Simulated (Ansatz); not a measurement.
`O=C([SiH3])[AsH2]`, relaxed with RKS PBE0-D4/def2-TZVP in Ansatz from a PBE-D4/def2-SVP geometry. The force threshold is 0.005 eV/Å; the program also tests the step.

The species carries charge 0 and has multiplicity 1.

Start:

```xyz
9

O    -0.870   -1.725   -0.711
C    -0.540   -0.623   -0.335
Si    1.226    0.135   -0.687
As   -1.868    0.584    0.689
H     1.082    1.620   -0.876
H     2.060   -0.127    0.537
H     1.849   -0.512   -1.892
H    -2.178   -0.534    1.696
H    -0.761    1.182    1.579
```

| step | energy (eV) | largest force (eV/Å) | largest move (Å) |
| --- | --- | --- | --- |
| 1 | -71870.6902 | 1.011 | 0.000 |
| 2 | -71870.7244 | 0.124 | 0.031 |
| 3 | -71870.7262 | 0.154 | 0.026 |
| 4 | -71870.7273 | 0.059 | 0.010 |
| 5 | -71870.7276 | 0.016 | 0.024 |
| 6 | -71870.7276 | 0.019 | 0.009 |
| 7 | -71870.7277 | 0.028 | 0.010 |
| 8 | -71870.7277 | 0.023 | 0.007 |
| 9 | -71870.7277 | 0.013 | 0.006 |
| 10 | -71870.7277 | 0.010 | 0.006 |
| 11 | -71870.7277 | 0.007 | 0.002 |
| 12 (rejected) | -71870.7277 | 0.011 | 0.001 |
| 13 | -71870.7277 | 0.002 | 0.001 |

End:

```xyz
9

O    -0.892   -1.666   -0.768
C    -0.542   -0.598   -0.348
Si    1.217    0.130   -0.675
As   -1.841    0.550    0.705
H     1.070    1.590   -0.908
H     2.010   -0.089    0.562
H     1.845   -0.544   -1.836
H    -2.118   -0.554    1.708
H    -0.749    1.181    1.560
```

Hardware: 4 threads of an Arm Neoverse V1 on a shared host. Wall time 41 s, peak host memory 0.48 GiB.
